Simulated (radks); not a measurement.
The numbers below are computed, except where a source is named.
How relativity changes the ionisation of the praseodymium ion Pr2+ ([Xe] 4f3) to Pr3+ ([Xe] 4f2). Spin-unpolarised spherical Kohn-Sham, PBE, point nucleus unless stated (finite: rms radius 4.8919 fm), a radial shooting solver on a logarithmic mesh with Libxc functionals. A level marked "c x" has the speed of light scaled by that factor and shares open shells by 2j + 1; other Dirac levels either fill j = l - 1/2 first or share by 2j + 1.

level                               E(Pr2+) (hartree)  E(Pr3+) (hartree)  IE (eV)   HOMO  <r> HOMO (bohr)
non-rel.                                   -8923.0590         -8922.1545   24.613     4f            1.066
scalar-rel.                                -9236.7298         -9235.9369   21.578     4f            1.146
scalar-rel., finite nucleus                -9236.2622         -9235.4692   21.579     4f            1.146
Dirac, 2j+1 shares                         -9242.0106         -9241.2196   21.523  4f7/2            1.153
Dirac, low j first                         -9242.0324         -9241.2364   21.660  4f5/2            1.140
Dirac, 2j+1 shares, finite nucleus         -9241.5407         -9240.7497   21.524  4f7/2            1.153
Dirac, c x 0.75                            -9540.1448         -9539.4367   19.267  4f7/2            1.247
Dirac, c x 0.85                            -9382.6412         -9381.8919   20.389  4f7/2            1.196
Dirac, c x 1.25                            -9120.0934         -9119.2623   22.615  4f7/2            1.119

NIST Atomic Spectra Database: 21.624 eV (measured). The relativistic part of the total energy of Pr2+ is -318.5 hartree (Dirac, 2j+1 shares, finite nucleus), 3.6 % of the non-relativistic value. Spin polarisation and multiplet splitting of open shells are left out at every level.

Beside tabulated values, note that relativity, absent from the non-relativistic runs, is large for the heavy elements, and spin-unpolarised runs miss the spin-polarisation part of the exchange energy of open shells.
